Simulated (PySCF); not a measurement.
YbBr at UHF-MP2

Level: UHF-MP2. Yb x2c-SVPall, Br x2c-SVPall; spin-free X2C with a Gaussian nucleus (PySCF 2.14).

For YbBr, the state is doublet, about 14.0 electrons in the 4f shell (Mulliken) and the bond length is 2.613 Å. The harmonic wavenumber is 210 cm⁻¹ and the force constant is 1.41 mdyn/Å. The rotational constant Be is 0.04548 cm⁻¹. The anharmonicity ωexe is 0.431 cm⁻¹ and the vibration–rotation constant αe is 0.000130 cm⁻¹.

Correlated steps freeze 27 core orbitals. These are scalar-relativistic numbers at best; spin–orbit coupling would shift them, the dissociation energy most. The state is the lowest single determinant that the PBE0 search found; with open d or f shells the true ground state can be another one.
